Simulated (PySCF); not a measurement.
## Circular dichroism: `O[Si@H]1C(C)=CC[C@H]1C`, C₆H₁₂OSi

Molfile (atoms numbered from 1):
```
C6H12OSi
     RDKit          3D

 20 20  0  0  0  0  0  0  0  0999 V2000
    2.9213    0.1255   -0.0465 C   0  0  0  0  0  0  0  0  0  0  0  0
    1.4446    0.1570    0.1610 C   0  0  0  0  0  0  0  0  0  0  0  0
    0.8041    1.0592    0.9003 C   0  0  0  0  0  0  0  0  0  0  0  0
   -0.6896    1.0018    1.0003 C   0  0  0  0  0  0  0  0  0  0  0  0
   -1.2096   -0.3489    0.4735 C   0  0  1  0  0  0  0  0  0  0  0  0
   -2.5469   -0.2063   -0.2428 C   0  0  0  0  0  0  0  0  0  0  0  0
    0.2209   -1.0561   -0.5816 Si  0  0  1  0  0  4  0  0  0  0  0  0
    0.1245   -0.7712   -2.1857 O   0  0  0  0  0  0  0  0  0  0  0  0
    3.1444    0.2114   -1.1088 H   0  0  0  0  0  0  0  0  0  0  0  0
    3.4162    0.9358    0.4864 H   0  0  0  0  0  0  0  0  0  0  0  0
    3.3279   -0.8247    0.2981 H   0  0  0  0  0  0  0  0  0  0  0  0
    1.3098    1.8654    1.4178 H   0  0  0  0  0  0  0  0  0  0  0  0
   -1.1050    1.8158    0.3966 H   0  0  0  0  0  0  0  0  0  0  0  0
   -1.0097    1.1795    2.0308 H   0  0  0  0  0  0  0  0  0  0  0  0
   -1.3650   -1.0025    1.3360 H   0  0  0  0  0  0  0  0  0  0  0  0
   -3.2912    0.2555    0.4059 H   0  0  0  0  0  0  0  0  0  0  0  0
   -2.9231   -1.1819   -0.5474 H   0  0  0  0  0  0  0  0  0  0  0  0
   -2.4417    0.4121   -1.1326 H   0  0  0  0  0  0  0  0  0  0  0  0
    0.4472   -2.4865   -0.3511 H   0  0  0  0  0  0  0  0  0  0  0  0
   -0.5843   -1.1301   -2.7132 H   0  0  0  0  0  0  0  0  0  0  0  0
  1  2  1  0
  2  3  2  0
  3  4  1  0
  4  5  1  0
  5  6  1  0
  5  7  1  0
  7  8  1  0
  7  2  1  0
  1  9  1  0
  1 10  1  0
  1 11  1  0
  3 12  1  0
  4 13  1  0
  4 14  1  0
  5 15  1  1
  6 16  1  0
  6 17  1  0
  6 18  1  0
  7 19  1  6
  8 20  1  0
M  END
```

Level of theory: TDDFT B3LYP/def2-SVPD circular dichroism and optical rotation, one conformer, gas phase (PySCF). Geometry: GFN2-xTB.

The molecule is flexible and this is one conformer; a measurement averages over conformers. States above about 6.8 eV (minus the energy of the highest occupied orbital) lie near or above the ionisation threshold and depend on the basis.

Task: What are the CIP labels of the stereocentres?

Result: C5 R, Si7 R.

Task: List the lowest 8 singlet excitations with oscillator and rotatory strengths.

Result: Rotatory strengths R in 10⁻⁴⁰ esu² cm², velocity form and length form (origin at the centre of mass); f in length form.
```tsv
state	E (eV)	λ (nm)	f	R (velocity)	R (length)	main
1	5.80	214	0.031	+13.2	+12.3	HOMO→LUMO 0.60, HOMO−1→LUMO 0.36
2	5.98	207	0.031	+4.2	+3.2	HOMO−1→LUMO 0.60, HOMO→LUMO 0.34
3	6.52	190	0.012	-15.3	-12.7	HOMO→LUMO+2 0.43, HOMO→LUMO+1 0.23
4	6.55	189	0.0005	+1.0	+0.8	HOMO→LUMO+2 0.44, HOMO−2→LUMO 0.43
5	6.77	183	0.014	-27.7	-29.3	HOMO→LUMO+3 0.29, HOMO−2→LUMO 0.27
6	6.79	183	0.008	+0.5	+0.7	HOMO→LUMO+3 0.61, HOMO−1→LUMO+1 0.29
7	7.02	177	0.085	+48.6	+50.5	HOMO→LUMO+1 0.45, HOMO−1→LUMO+1 0.33
8	7.12	174	0.025	+7.0	+8.5	HOMO−1→LUMO+2 0.84, HOMO−1→LUMO+3 0.10
```

Among the states computed, the strongest CD band (largest |R|) is state 7. The largest dissymmetry factor in size, g = 4R/(D+G), with D and G the electric and magnetic dipole strengths, is -0.021 for state 5 (velocity form, f = 0.014), among bands with |R| over 0.5. The mirror image has the same energies and oscillator strengths and all R with the opposite sign.
